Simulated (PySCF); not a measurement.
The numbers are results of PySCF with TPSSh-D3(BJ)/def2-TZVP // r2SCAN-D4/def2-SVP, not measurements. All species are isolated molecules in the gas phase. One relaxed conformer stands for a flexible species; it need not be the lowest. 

Reference species: [Ti(H)4] (neutral, multiplicity 1).

```
Item              Value
-------------  --------
HOMO           -8.24 eV
HOMO–LUMO gap   4.67 eV
```

Changed species: [Ti(OH)2(H)2] (2 of 4 OH replaced by H; the reference has 4 of 4 OH replaced by H).

Give the shifts of the HOMO and HOMO–LUMO gap.

the HOMO increases by 0.88 eV, to -7.36 eV; the HOMO–LUMO gap rises by 0.21 eV, to 4.88 eV.
